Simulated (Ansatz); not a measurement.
Ansatz (a program for electronic structure) input (CCSD(T)/def2-TZVPPD):
A basis named .json is the Basis Set Exchange file of that set.

Ansatz 0.2 input:
```yaml
crystal:
  periodic: [false, false, false]
  atoms:
    - {symbol: F, position_ang: [-0.09925197, -1.47024653, -1.40589389]}
    - {symbol: Sn, position_ang: [-0.01476441, -0.21122047, 0.01587479]}
    - {symbol: F, position_ang: [-0.09048902, -1.24419934, 1.60990471]}
    - {symbol: Cl, position_ang: [-1.84613155, 1.16288752, -0.08179919]}
    - {symbol: Cl, position_ang: [1.99000739, 0.89540874, -0.07289710]}
basis:
  gaussian:
    orbitals: def2-TZVPPD.json
magnetization: {spin_polarized: false}
correlation: {method: ccsd_t, electrons: outside_noble_gas}
```

End of the output:

```
integrals: 1.34 GiB planned
1615 factors; integrals over basis functions are off by at most 7.7e-4 eV
1.78 GiB of device memory are held for the factors and their scratch space
mean field: 1.53 GiB planned
mean field evaluation 1: about -36228.4865 eV, gradient 4.4e1 eV
mean field evaluation 2: about -36228.5784 eV, gradient 4.5e1 eV
mean field evaluation 4: about -36232.0080 eV, gradient 2.0e0 eV
mean field evaluation 8: about -36232.0384 eV, gradient 2.8e-1 eV
mean field evaluation 16: about -36228.4855 eV, gradient 4.4e1 eV
mean field -36232.03866736 eV, -1331.5028620675 hartree, gradient 2.7e-6 eV, S^2 0.000000; 0 other end points of the search recorded, 0 dependent functions left out
21 core orbitals not correlated, not the lowest: weight in the atoms' cores, before any rotation towards them, 0.793 or more for the frozen orbitals, at most 0.202 for the correlated occupied ones
reference -36232.03866736 eV, -1331.5028620675 hartree; 16, 16 occupied and 201, 201 virtual orbitals, 1615 factors
second order -26.87609529 eV of doubles, -0.00000000 eV of singles
coupled cluster: 8.74 GiB planned
cycle   1  -26.90632387 eV  change   -3.0e-2 eV  update   1.2e-1
cycle   2  -27.44317647 eV  change   -5.4e-1 eV  update   3.9e-2
cycle   3  -27.59951350 eV  change   -1.6e-1 eV  update   1.8e-2
cycle   4  -27.58724964 eV  change    1.2e-2 eV  update   4.1e-3
cycle   5  -27.58124974 eV  change    6.0e-3 eV  update   1.6e-3
cycle   6  -27.58201055 eV  change   -7.6e-4 eV  update   4.7e-4
cycle   7  -27.58190546 eV  change    1.1e-4 eV  update   1.5e-4
cycle   8  -27.58177941 eV  change    1.3e-4 eV  update   4.9e-5
cycle   9  -27.58178137 eV  change   -2.0e-6 eV  update   1.6e-5
perturbative correction -1.04105968 eV, -0.0382582376 hartree
Total energy: -36260.66150841 eV, -1332.5547320750 hartree
```
